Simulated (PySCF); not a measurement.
C2H6ClGa. Atoms are numbered in the order given.

```xyz
10

Ga     0.0000     0.0000    -0.3357
C      0.0002     1.8009    -1.1301
H      0.8812     2.3580    -0.7739
H      0.0120     1.7720    -2.2296
H     -0.8948     2.3482    -0.7936
C     -0.0002    -1.8009    -1.1301
H      0.8948    -2.3482    -0.7936
H     -0.8812    -2.3580    -0.7739
H     -0.0120    -1.7720    -2.2296
Cl     0.0000     0.0000     1.8565
```

Geometry optimised at B3LYP-D3(BJ)/def2-SVP. The isomer is the one that the SMILES or the coordinates give; other isomers of the formula were not compared.

Computed with PBE0/def2-TZVP (PySCF).

Symmetry labels are those of the subgroup C2 that the program uses (full group C2).

**Question.** List the valence orbital energies around the gap with their symmetry. (An estimate is asked for; the answer gives what the named calculation found.)

**Answer.** 
```json
[
 {"orbital": "HOMO−7", "symmetry": "A", "energy (eV)": "-11.53"},
 {"orbital": "HOMO−6", "symmetry": "B", "energy (eV)": "-11.47"},
 {"orbital": "HOMO−5", "symmetry": "B", "energy (eV)": "-11.36"},
 {"orbital": "HOMO−4", "symmetry": "A", "energy (eV)": "-11.27"},
 {"orbital": "HOMO−3", "symmetry": "A", "energy (eV)": "-9.01"},
 {"orbital": "HOMO−2", "symmetry": "B", "energy (eV)": "-8.94"},
 {"orbital": "HOMO−1", "symmetry": "B", "energy (eV)": "-8.67"},
 {"orbital": "HOMO", "symmetry": "B", "energy (eV)": "-7.83"},
 {"orbital": "LUMO", "symmetry": "B", "energy (eV)": "-0.93"},
 {"orbital": "LUMO+1", "symmetry": "A", "energy (eV)": "0.08"},
 {"orbital": "LUMO+2", "symmetry": "A", "energy (eV)": "1.50"},
 {"orbital": "LUMO+3", "symmetry": "B", "energy (eV)": "1.69"}
]
```
